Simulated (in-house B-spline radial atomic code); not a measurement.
A run on Tc⁻ that did not converge. Method: scalar-relativistic (X2C) PBE0, spin-polarised, spherical fractional occupations, Fermi nucleus of rms radius 4.41117 fm; computed with a B-spline radial code for spherical atoms.

Command:
```bash
python run_scf.py task.json out
```
Settings (nuclear radius in fm, mass in u):
```
Z                43
configuration    [Kr] 4d6 5s2
hamiltonian      x2c
method           pbe0
spin_polarised   True
nucleus          fermi
rms_radius       4.41117
atomic_mass      96.90636
speed_of_light   137.035999084
```

First and last ten iterations of the last attempt (damped for 15 steps, keeping 80 % of the old Fock matrix, then DIIS):
```
 iter        energy (Eh)    residual
    1       -4278.226162    4.38e-01
    2       -4279.843094    3.20e-01
    3       -4282.269735    2.12e-01
    4       -4283.592169    1.43e-01
    5       -4284.292850    9.58e-02
    6       -4284.651445    6.77e-02
    7       -4284.827877    4.88e-02
    8       -4284.911561    3.39e-02
    9       -4284.950661    2.30e-02
   10       -4284.964294    2.85e-02
  111       -4284.922802    2.39e-02
  112       -4284.921894    2.41e-02
  113       -4284.920105    2.44e-02
  114       -4284.924194    2.36e-02
  115       -4284.923365    2.38e-02
  116       -4284.924453    2.36e-02
  117       -4284.937372    2.08e-02
  118       -4284.986105    1.29e-02
  119       -4284.983280    1.37e-02
  120       -4284.938141    2.06e-02
 not converged after 120 iterations
```

The smallest residual met was 4.8e-03; the threshold is about 4e-07. No energy from this run should be used.Radii and densities under X2C are those of the two-component orbitals, without the picture-change correction, which makes inner s shells of heavy atoms about 5 % too small.
